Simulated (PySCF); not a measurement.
PySCF job for diarsenic (As₂), SMILES [As]#[As], ADC(2)/aug-cc-pVDZ. Geometry optimised at PBE-D3(BJ)/def2-TZVP.

```python
import numpy as np
from pyscf import gto, scf, dft, adc

mol = gto.M(
    atom='''
    As    0.00000000    0.00000000   -1.05905767
    As    0.00000000    0.00000000    1.05905767
    ''',
    basis='aug-cc-pVDZ',
    charge=0,
    spin=0,
    max_memory=1600,
    verbose=4,
)
mf = scf.RHF(mol)
mf.conv_tol = 1e-10
mf.max_cycle = 100
mf.kernel()
res = {}
for kind, nroots in (('ee', 6), ('ip', 6), ('ea', 2)):
    a = adc.ADC(mf).density_fit('aug-cc-pvdz-ri')
    a.method, a.method_type = 'adc(2)', kind
    e, v, p, x = a.kernel(nroots=nroots)
    res[kind] = (e * 27.211386245988, p)
for kind, (e, p) in res.items():
    print(kind, 'energies / eV', np.round(e, 3), 'strengths', np.round(p, 4))
```

Output:

```
PySCF version 2.14.0

[INPUT] verbose = 4
[INPUT] num. atoms = 2
[INPUT] num. electrons = 66
[INPUT] charge = 0
[INPUT] spin (= nelec alpha-beta = 2S) = 0
[INPUT] symmetry False subgroup None
[INPUT] Mole.unit = angstrom
[INPUT] Symbol           X                Y                Z      unit          X                Y                Z       unit  Magmom
[INPUT]  1 As     0.000000000000   0.000000000000  -1.059057670000 AA    0.000000000000   0.000000000000  -2.001328946420 Bohr   0.0
[INPUT]  2 As     0.000000000000   0.000000000000   1.059057670000 AA    0.000000000000   0.000000000000   2.001328946420 Bohr   0.0

nuclear repulsion = 272.069217293842
number of shells = 18
number of NR pGTOs = 172
number of NR cGTOs = 72
basis = aug-cc-pVDZ
ecp = {}


[settings echo left out]
init E= -4466.92637793019
  HOMO = -0.279300409785454  LUMO = -0.0808212134491366  gap/eV = 5.40089
cycle= 1 E= -4468.34396150631  delta_E= -1.42  |g|= 0.101  |ddm|= 1.41
  HOMO = -0.350087924484529  LUMO = -0.00998915117600623  gap/eV = 9.25456
cycle= 2 E= -4468.3504272051  delta_E= -0.00647  |g|= 0.0355  |ddm|= 0.205
  HOMO = -0.337729120221009  LUMO = 0.00045327537989883  gap/eV = 9.20241
cycle= 3 E= -4468.35115653209  delta_E= -0.000729  |g|= 0.0107  |ddm|= 0.0915
  HOMO = -0.340415376477856  LUMO = -0.000402948165714372  gap/eV = 9.25221
cycle= 4 E= -4468.35122283603  delta_E= -6.63e-05  |g|= 0.000976  |ddm|= 0.0258
  HOMO = -0.340606305656179  LUMO = -0.000489874475934502  gap/eV = 9.25504
cycle= 5 E= -4468.35122357761  delta_E= -7.42e-07  |g|= 0.00015  |ddm|= 0.00341
  HOMO = -0.34061259781182  LUMO = -0.000487003126511958  gap/eV = 9.25529
cycle= 6 E= -4468.35122359831  delta_E= -2.07e-08  |g|= 3.64e-05  |ddm|= 0.000439
  HOMO = -0.340615478422039  LUMO = -0.000484228219244883  gap/eV = 9.25544
cycle= 7 E= -4468.35122359984  delta_E= -1.52e-09  |g|= 7.94e-06  |ddm|= 9.31e-05
  HOMO = -0.340614650537393  LUMO = -0.000483085481698948  gap/eV = 9.25545
cycle= 8 E= -4468.35122359991  delta_E= -6.91e-11  |g|= 6.04e-07  |ddm|= 2.58e-05
  HOMO = -0.340614526323879  LUMO = -0.000482904686395719  gap/eV = 9.25545
Extra cycle  E= -4468.3512235999  delta_E= 3.64e-12  |g|= 1.94e-07  |ddm|= 1.23e-06
converged SCF energy = -4468.3512235999

******** <class 'pyscf.adc.radc.RADC'> ********
******** ADC Orbital Information ********
Number of Frozen Occupied Orbitals: 0
Number of Frozen Virtual Orbitals: 0
Number of Active Occupied Orbitals: 33
Number of Active Virtual Orbitals: 39
*****************************************
******** <class 'pyscf.df.df.DF'> ********
auxbasis = aug-cc-pvdz-ri
Reference correlation energy (doubles): -0.28068935
MP2 correlation energy of reference state (a.u.) = -0.28068935

******** <class 'pyscf.adc.radc_ee.RADCEE'> ********
max_space = 12
max_cycle = 50
conv_tol = 1e-08

*************************************************************
        ADC calculation summary (singlet states only)
*************************************************************
adc(2) root 0  |  Energy (Eh) =   0.1327777521  |  Energy (eV) =   3.61306667  |  Osc. strength = 0.00000000  |  conv = True
adc(2) root 1  |  Energy (Eh) =   0.1440278335  |  Energy (eV) =   3.91919697  |  Osc. strength = 0.00000000  |  conv = True
adc(2) root 2  |  Energy (Eh) =   0.1440278424  |  Energy (eV) =   3.91919722  |  Osc. strength = 0.00000000  |  conv = True
adc(2) root 3  |  Energy (Eh) =   0.1514189805  |  Energy (eV) =   4.12032033  |  Osc. strength = 0.00000000  |  conv = True
adc(2) root 4  |  Energy (Eh) =   0.1514189805  |  Energy (eV) =   4.12032033  |  Osc. strength = 0.00000000  |  conv = True
adc(2) root 5  |  Energy (Eh) =   0.2168878457  |  Energy (eV) =   5.90181889  |  Osc. strength = 0.26783215  |  conv = True

******** <class 'pyscf.adc.radc.RADC'> ********
******** ADC Orbital Information ********
Number of Frozen Occupied Orbitals: 0
Number of Frozen Virtual Orbitals: 0
Number of Active Occupied Orbitals: 33
Number of Active Virtual Orbitals: 39
*****************************************
******** <class 'pyscf.df.df.DF'> ********
auxbasis = aug-cc-pvdz-ri
Reference correlation energy (doubles): -0.28068935
MP2 correlation energy of reference state (a.u.) = -0.28068935

******** <class 'pyscf.adc.radc_ip.RADCIP'> ********
max_space = 12
max_cycle = 50
conv_tol = 1e-08

*************************************************************
        ADC calculation summary (doublet states only)
*************************************************************
adc(2) root 0  |  Energy (Eh) =   0.3563699264  |  Energy (eV) =   9.69731963  |  Spec. factor = 1.79806458  |  conv = True
adc(2) root 1  |  Energy (Eh) =   0.3563699264  |  Energy (eV) =   9.69731963  |  Spec. factor = 1.79806458  |  conv = True
adc(2) root 2  |  Energy (Eh) =   0.3571547921  |  Energy (eV) =   9.71867692  |  Spec. factor = 1.77377318  |  conv = True
adc(2) root 3  |  Energy (Eh) =   0.5172187636  |  Energy (eV) =  14.07423943  |  Spec. factor = 1.43226805  |  conv = True
adc(2) root 4  |  Energy (Eh) =   0.6807002551  |  Energy (eV) =  18.52279741  |  Spec. factor = 0.04444780  |  conv = True
adc(2) root 5  |  Energy (Eh) =   0.6807455196  |  Energy (eV) =  18.52402911  |  Spec. factor = 0.00212205  |  conv = True

******** <class 'pyscf.adc.radc.RADC'> ********
******** ADC Orbital Information ********
Number of Frozen Occupied Orbitals: 0
Number of Frozen Virtual Orbitals: 0
Number of Active Occupied Orbitals: 33
Number of Active Virtual Orbitals: 39
*****************************************
******** <class 'pyscf.df.df.DF'> ********
auxbasis = aug-cc-pvdz-ri
Reference correlation energy (doubles): -0.28068935
MP2 correlation energy of reference state (a.u.) = -0.28068935

******** <class 'pyscf.adc.radc_ea.RADCEA'> ********
max_space = 12
max_cycle = 50
conv_tol = 1e-08

*************************************************************
        ADC calculation summary (doublet states only)
*************************************************************
adc(2) root 0  |  Energy (Eh) =  -0.0216499905  |  Energy (eV) =  -0.58912625  |  Spec. factor = 1.81731998  |  conv = True
adc(2) root 1  |  Energy (Eh) =  -0.0216499905  |  Energy (eV) =  -0.58912625  |  Spec. factor = 1.81731998  |  conv = True
ee energies / eV [3.613 3.919 3.919 4.12  4.12  5.902] strengths [0.     0.     0.     0.     0.     0.2678]
ip energies / eV [ 9.697  9.697  9.719 14.074 18.523 18.524] strengths [1.7981 1.7981 1.7738 1.4323 0.0444 0.0021]
ea energies / eV [-0.589 -0.589] strengths [1.8173 1.8173]
```

The run converged.
